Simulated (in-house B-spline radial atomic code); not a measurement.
Radial electron density of P6+, [He] 2s2 2p5. Computed with a radial B-spline atomic code at the basis-set limit: non-relativistic BP86, spin-polarised, spherical fractional occupations, point nucleus.

Columns: r (bohr), 4πr²n(r) (electrons per bohr), bar.

```
 0.00389   0.3709 #
 0.00453   0.4935 #
 0.00528   0.6554 ##
 0.00615   0.8663 ##
 0.00717    1.142 ###
 0.00836    1.498 ####
 0.00974    1.951 #####
  0.0113    2.506 ######
  0.0132     3.23 ########
  0.0154    4.115 ###########
   0.018    5.201 #############
  0.0209    6.429 #################
  0.0244    7.892 ####################
  0.0284    9.489 #########################
  0.0331    11.21 #############################
  0.0386    12.94 #################################
  0.0449    14.54 ######################################
  0.0524    15.88 #########################################
   0.061    16.75 ###########################################
  0.0711    17.01 ############################################
  0.0829    16.57 ###########################################
  0.0966    15.47 ########################################
   0.113    13.86 ####################################
   0.131    12.23 ################################
   0.153    10.85 ############################
   0.178     10.2 ##########################
   0.207    10.44 ###########################
   0.242    11.52 ##############################
   0.282    12.95 ##################################
   0.328    14.08 ####################################
   0.382    14.33 #####################################
   0.446    13.31 ##################################
   0.519    11.15 #############################
   0.605    8.273 #####################
   0.705    5.366 ##############
   0.822    2.979 ########
   0.957    1.399 ####
    1.12   0.5199 #
     1.3   0.1628 
    1.51  0.03956 
    1.77 0.006447
```

On this grid the curve has 2 maxima, near 0.0711, 0.382 bohr.

The 2p up radial function P(r) = rR(r), positive near the nucleus:

| r (bohr) | P |
| --- | --- |
| 0.00389 | 0.001662 |
| 0.00528 | 0.00303 |
| 0.00717 | 0.005509 |
| 0.00974 | 0.009973 |
| 0.0132 | 0.01785 |
| 0.018 | 0.03204 |
| 0.0244 | 0.05616 |
| 0.0331 | 0.09699 |
| 0.0449 | 0.1639 |
| 0.061 | 0.2698 |
| 0.0829 | 0.4276 |
| 0.113 | 0.6472 |
| 0.153 | 0.9105 |
| 0.207 | 1.181 |
| 0.282 | 1.385 |
| 0.382 | 1.415 |
| 0.519 | 1.218 |
| 0.705 | 0.8404 |
| 0.957 | 0.4345 |
| 1.3 | 0.1521 |
| 1.77 | 0.03129 |
